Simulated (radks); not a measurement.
Values are calculated unless marked as measured or tabulated.
Problem. Ionisation ladder of boron, from B I to B V. Each ion is in the ground configuration listed by NIST, and IE = E(next ion) - E(this ion), with E = 0 for the bare nucleus. Level of theory: Dirac Kohn-Sham, PBE, spin-unpolarised, spherical densities, finite nucleus; open shells fill j = l - 1/2 first; Fermi nuclear charge, rms radius 2.406 fm (a radial shooting solver on a logarithmic mesh with Libxc functionals).

species  configuration  IE, Delta-SCF (eV)  -e(HOMO) (eV)   HOMO  <r> HOMO (bohr)
B I       [He] 2s2 2p1               8.222          3.608  2p1/2             2.30
B II          [He] 2s2              25.422         19.511  2s1/2             1.78
B III         [He] 2s1                   ?         31.475  2s1/2             1.64
B IV              [He]              265.52         231.38  1s1/2            0.326
B V                1s1                   ?         300.16  1s1/2            0.305

Estimate the withheld Delta-SCF values.

Solution. B III: 37.495 eV (NIST 37.931); B V: 332.83 eV (NIST 340.23).

Beside tabulated values, note that spin-unpolarised runs miss the spin-polarisation part of the exchange energy of open shells.
